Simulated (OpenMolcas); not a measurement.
# Ti III: effect of the IPEA shift

```yaml
Program: OpenMolcas
Basis: ANO-RCC-VTZP [6s5p3d2f1g]
Scalar_Hamiltonian: DKH2, point nucleus
Active_space: 8 electrons in 8 orbitals (RAS1 3p, at most 2 holes; RAS2 3d)
State_averaging: 2S+1 = 3 even, 10 roots; 2S+1 = 1 even, 15 roots
Spin-orbit_coupling: state interaction with AMFI integrals over the reference wave functions, term energies averaged over their components
```

Methods on the same reference wave functions:
A. RASSCF
B. SS-RASPT2, IPEA 0 Eh, imaginary shift 0.1 Eh (closed shells correlated: 3s)
C. SS-RASPT2, IPEA 0.25 Eh, imaginary shift 0.1 Eh (closed shells correlated: 3s)

Energies in cm⁻¹ above 3d² ³F₂, the measured ground level; measured values from Corliss and Sugar, J. Phys. Chem. Ref. Data 8, 1 (1979).

| Level | A | B | C | Measured |
| --- | --- | --- | --- | --- |
| 3d² ³F₂ | 0.0 | 0.0 | 0.0 | 0.0 |
| 3d² ³F₃ | 214 | 215 | 215 | 185 |
| 3d² ³F₄ | 492 | 492 | 492 | 420 |
| 3d² ¹D₂ | 10513 | 8630 | 8620 | 8474 |
| 3d² ³P₀ | 13043 | 10760 | 11010 | 10538 |
| 3d² ³P₁ | 13116 | 10840 | 11080 | 10604 |
| 3d² ³P₂ | 13268 | 10990 | 11230 | 10721 |
| 3d² ¹G₄ | 18495 | 14800 | 14730 | 14398 |
| 3d² ¹S₀ | 38166 | 31830 | 31730 | 32476 |

Deviations, from unrounded energies. A percentage is the sum of absolute deviations over the sum of measured energies, with the sign that they share, or ± where signs differ.

```tsv
Against measurement	Levels	A	B	C
mean absolute deviation (cm-1)	8	2400	250	350
fine structure of the ground term (%)	2	+16.5	+16.8	+16.8
other terms of the ground configuration (%)	6	+22.2	±2.2	±3.1
```

B lies closest to measurement on these levels and A furthest from it. The largest miss of B in the table is 3d² ¹S₀, by -650 cm-1. The ranking rests on the paired levels alone, and a cruder setting can come out closer through cancelling errors.

Between B and C the level of the table that moves most is 3d² ³P₁, by 250 cm-1 (lowest in B, highest in C). Moves below CASPT2's spread within the term are not significant.

The mean deviations of B to C differ by less than CASPT2's widest spread within a term (630 cm-1), so their order carries little weight.

From A to B the spin-free energies of the other terms of 3d² shown, above ³F, scale by factors of 0.80 to 0.83, as is usual when dynamic correlation screens the repulsion within a d or f shell.

The lowest spin-free term lies below A's lowest term by 0.236 hartree in B, 0.232 hartree in C.

CASPT2 breaks the degeneracy within a term, and the mean is taken; among the terms shown or strongly mixed into the levels shown the widest spread is 630 cm-1 (3d² ³F, B). Over all roots computed the reference weight is 0.91 to 0.96 in B; the roots of lowest weight are the least certain, and an intruder state may touch them. Active for correlation alone: 3p; no level in the range computed is led by a configuration that opens it, so any true level of that kind is missing. Without dynamic correlation excited terms often stand tens of per cent too high (terms of higher spin than the ground term too low), and those without a measured partner can miss by more than the paired ones (holds for A). Measured partners are found by configuration, term and J. A level has none where our copy of the source lacks it or the pairing is in doubt (some pairs that miss far off the trend of their configuration count as doubtful), and it then counts in no deviation. Only configurations of the active space appear.
